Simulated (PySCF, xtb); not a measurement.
BaF, SMILES [Ba+][F], charge +1.

GFN2-xTB (xtb) at its own geometry gives an orbital gap of 1.03 eV.

Coordinates come from a PBE0-D3(BJ)/def2-TZVPD optimisation. The spin state was assumed, not searched. The def2 effective core potentials stand for the cores of Ba; spin–orbit coupling is left out.

Problem. What does PBE/def2-TZVPD run with PySCF give? (The exact figures need the calculation; the answer reports its results.)

Solution. gap 5.92 eV (levels -12.57 and -6.65 eV).
